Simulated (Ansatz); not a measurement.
One change: `O[SiH2]I` becomes `N[SiH2]I`.

Ansatz, PBE0-D4/def2-TZVP geometries, multiplicity 1. Each molecule was computed in one conformer, which needn't be the lowest.

Elements past krypton have def2 core potentials.  Spin–orbit coupling is left out; it splits and shifts lone-pair levels of the heavy atoms by tenths of an eV.

```
                                                                                  property  `O[SiH2]I`
                                                       HOMO–LUMO gap (PBE/def2-TZVPP) / eV        5.40
                                                        LUMO energy (PBE0/def2-TZVPP) / eV       -0.29
                                                     LUMO energy (ωB97M-V/def2-TZVPP) / eV        1.50
                                            zero-point energy (PBE0-D4/def2-TZVP) / kJ/mol        84.4
                                                         LUMO energy (PBE/def2-TZVPP) / eV       -1.14
ideal-gas entropy at 298 K and 1 bar (rigid rotor, harmonic PBE0-D4/def2-TZVP) / J/(mol·K)         310
```

Question: What does the change do to each property? (An estimate is asked.)

Answer: Computed: 
```json
{"property": "HOMO–LUMO gap (PBE/def2-TZVPP) / eV", "`N[SiH2]I`": "5.31", "shift": "-0.09"}
{"property": "LUMO energy (PBE0/def2-TZVPP) / eV", "`N[SiH2]I`": "-0.09", "shift": "0.20"}
{"property": "LUMO energy (ωB97M-V/def2-TZVPP) / eV", "`N[SiH2]I`": "1.68", "shift": "0.18"}
{"property": "zero-point energy (PBE0-D4/def2-TZVP) / kJ/mol", "`N[SiH2]I`": "116.1", "shift": "31.7"}
{"property": "LUMO energy (PBE/def2-TZVPP) / eV", "`N[SiH2]I`": "-0.93", "shift": "0.21"}
{"property": "ideal-gas entropy at 298 K and 1 bar (rigid rotor, harmonic PBE0-D4/def2-TZVP) / J/(mol·K)", "`N[SiH2]I`": "315", "shift": "5"}
```

With PBE0 the HOMO rises by 0.26 eV and the LUMO rises by 0.20 eV, so the gap narrows by about 0.06 eV. PBE moves the HOMO by 0.29 eV and ωB97M-V by 0.26 eV. The zero-point energy changes by 31.7 kJ/mol with +3 modes.
